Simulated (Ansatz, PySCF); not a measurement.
VO2, SMILES [O]=[V]=[O] (connectivity only; charge and spin as stated), neutral, multiplicity 2. Atoms are numbered in the order given.

```xyz
3

V      0.0000     0.0000     0.3247
O      0.0000     1.3582    -0.5175
O      0.0000    -1.3582    -0.5175
```
Charge 0, spin multiplicity 2.

Geometry: PBE0-D3(BJ)/def2-TZVP. The multiplicity is an assumed one; other spin states were not compared.

Two levels are set side by side: PBE-D3(BJ)/def2-TZVP (Ansatz, an electronic-structure program) and PBE0-D3(BJ)/def2-TZVP (Ansatz). Each level has its own optimised geometry; the coordinates shown are those of the second. Frequencies come from the Hessian of PySCF at each geometry. Differences are taken from unrounded values.

| quantity | PBE0-D3(BJ) |
|---|---|
| mean bond length (Å) | 1.598 |
| bond V1–O2 (Å) | 1.598 |
| bond V1–O3 (Å) | 1.598 |
| highest harmonic wavenumber (cm⁻¹) | 1058 |
| mean harmonic wavenumber (cm⁻¹) | 785 |
| zero-point energy (kcal/mol) | 3.36 |

**Question.** What does PBE-D3(BJ) give, and how far is it from PBE0-D3(BJ)? (An estimate is asked for; the answer gives what the named calculation found.)

**Answer.** 
```
quantity                            PBE-D3(BJ)  PBE-D3(BJ) minus PBE0-D3(BJ)
----------------------------------  ----------  ----------------------------
mean bond length (Å)                     1.610                         0.012
bond V1–O2 (Å)                           1.610                         0.012
bond V1–O3 (Å)                           1.610                         0.012
highest harmonic wavenumber (cm⁻¹)        1006                           -52
mean harmonic wavenumber (cm⁻¹)            776                            -8
zero-point energy (kcal/mol)              3.33                         -0.04
```

Exact exchange shortens and stiffens bonds; PBE has none. Differences between two approximate levels are no errors against the true value.
